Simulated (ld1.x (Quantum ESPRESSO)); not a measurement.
## Tc, TM semilocal: configuration errors across variants

ld1.x (Quantum ESPRESSO) 7.5 input, shortened:

```
&input
   title='Tc', zed=43., rel=1, dft='PZ', iswitch=3,
   config='[Kr] 4d5 5s0 5p0'
 /
 &inputp
   pseudotype=1, tm=.true., lloc=0,
   nlcc=.false.
 /
3
5P  2  1   0.00   0.00  2.75  2.75  0.0
4D  3  2   5.00   0.00  1.55  1.55  0.0
5S  1  0   0.00   0.00  2.10  2.10  0.0
 &test
   configts(1)='4d5 5s0 5p0'
 /
```

All-electron excitation energies from the reference (eV): (1) 4d5 5s2 5p0 -23.634; (2) 4d5 5s1 5p0 -15.203; (3) 4d4 5s0 5p0 28.928; (4) 4d6 5s0 5p0 -17.085; (5) 4d3 5s0 5p0 71.160; (6) 4d5 5s0 5p2 -15.739; (7) 4d5 5s0 5p1 -10.521; (8) 4d5 5s0 5p0 spin -3.917; (9) 4d5 5s2 5p0 spin -27.129.

Spin tests fill each open shell by Hund’s rule, majority spin first.

In the semilocal form every listed channel keeps its own potential, so the choice of the local channel does not act on these tests. It acts once the file is put into the separable form.

A semilocal file is local in each channel, so a ghost entry of none says nothing of the separable form that plane-wave codes build from it.

The overlap operator is not positive definite (basis up to 400 Ry) in “type PAW, which also changes the form from semilocal to separable; waves now 5s (bound): rcut 1.85, rcutus 2.10 bohr; 5s channel at -0.65 Ry: rcut 1.85, rcutus 2.10 bohr; 5p (bound): rcut 2.40, rcutus 2.75 bohr; 5p channel at -0.15 Ry: rcut 2.40, rcutus 2.75 bohr; 4d (bound): rcut 1.35, rcutus 1.55 bohr; 4d channel at -1.05 Ry: rcut 1.35, rcutus 1.55 bohr; local potential all-electron potential smoothed inside 1.70 bohr (lloc = -1); core correction a·sin(br)/r model core, default radius (ld1.x builds one for every PAW set, though the input has nlcc=.false.); augmentation PSQ, radius 1.10 bohr”. Such files are unfit for use, however small their errors in these radial tests.

Tests that are not counted but printed errors over 1 eV. “wave 5s (bound): rc 2.10 bohr becomes 5s (bound): rc 1.64 bohr”: 4d5 5s2 5p0 (spin-polarised) (solver errors, printed error -245 eV).

3 further variants failed, have other tests or another functional or relativity, and are left out.

A true bound ghost makes a file unfit for plane-wave use even where its test errors are small: the radial tests pick states by their node count and pass the ghost by. Where a test does run into it, the solver fails or the error is huge.

Errors AE − PS in meV (a dash: test not solved or not reliable):

| change | (1) | (2) | (3) | (4) | (5) | (6) | (7) | (8) | (9) | bound ghosts |
| --- | --- | --- | --- | --- | --- | --- | --- | --- | --- | --- |
| base | +80 | +30 | -37 | -12 | -172 | +30 | +14 | +4566 | +4088 | none |
| wave 5p (bound): rc 2.75 bohr becomes 5p (bound): rc 2.44 bohr | +80 | +30 | -37 | -12 | -172 | +38 | +16 | +4566 | +4088 | none |
| all radii scaled by about 1.12 (s 2.36, p 3.08, d 1.74 bohr) | +66 | +26 | -37 | -12 | -170 | +29 | +13 | +4569 | +4078 | none |
| core correction a·sin(br)/r model core inside 0.62 bohr | -4.9 | -2.5 | -145 | -64 | -753 | -1.6 | -1.6 | +67 | +61 | none |
| wave 5s (bound): rc 2.10 bohr becomes 5s (bound): rc 1.52 bohr | +290 | +107 | -37 | -12 | -172 | +30 | +14 | +4566 | +4399 | s (extra level of the local part) |
| wave 4d (bound): rc 1.55 bohr becomes 4d (bound): rc 1.58 bohr | +80 | +30 | -37 | -12 | -172 | +30 | +14 | +4567 | +4088 | none |
| all radii scaled by about 0.83 (s 1.74, p 2.28, d 1.28 bohr) | +191 | +78 | -36 | -12 | -171 | +48 | +19 | +4558 | +4225 | s (extra level of the local part) |
| wave 5s (bound): rc 2.10 bohr becomes 5s (bound): rc 1.64 bohr | +548 | +490 | -37 | -12 | -172 | +30 | +14 | +4566 | – | s (extra level of the local part) |
| type PAW, which also changes the form from semilocal to separable; waves now 5s (bound): rcut 1.85, rcutus 2.10 bohr; 5s channel at -0.65 Ry: rcut 1.85, rcutus 2.10 bohr; 5p (bound): rcut 2.40, rcutus 2.75 bohr; 5p channel at -0.15 Ry: rcut 2.40, rcutus 2.75 bohr; 4d (bound): rcut 1.35, rcutus 1.55 bohr; 4d channel at -1.05 Ry: rcut 1.35, rcutus 1.55 bohr; local potential all-electron potential smoothed inside 1.70 bohr (lloc = -1); core correction a·sin(br)/r model core, default radius (ld1.x builds one for every PAW set, though the input has nlcc=.false.); augmentation PSQ, radius 1.10 bohr | – | – | – | – | – | – | – | – | – | p (s not tested, overlap not positive) |

Give the same row for: type RRKJ, which also changes the form from semilocal to separable.

+77, +29, -110, -72, -429, +26, +12, +4566, +4094; bound ghosts: none.
